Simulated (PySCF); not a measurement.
# How methods differ on the excitation energy of O

O [He] 2s2 2p4 (3P) → O [He] 2s1 2p5 (3P), as a difference of total energies. All numbers are calculated (PySCF 2.14, the non-relativistic Hamiltonian (point nucleus), in aug-cc-pwCVDZ (5s4p2d, 27 functions)). Correlated levels: valence and next inner shell: nothing frozen. The calculations carry no spin-orbit coupling.

```json
{"method": "UHF", "excitation energy (eV)": "16.943"}
{"method": "MP2 (valence and next inner shell)", "excitation energy (eV)": "16.062"}
{"method": "SCS-MP2 (valence and next inner shell)", "excitation energy (eV)": "15.993"}
{"method": "CCSD (valence and next inner shell)", "excitation energy (eV)": "15.573"}
{"method": "CCSD(T) (valence and next inner shell)", "excitation energy (eV)": "15.278"}
```

Question: How much does correlation contribute at CCSD(T) (valence and next inner shell)?

Answer: 15.278 − (16.943) = -1.665 eV, measured against UHF.

The upper state lies above the first ionisation limit, where it may autoionise and the basis confines it.

The coupled-cluster amplitudes are large for the upper state (T1 above 0.03 or a double amplitude above 0.15), so a single reference is strained.
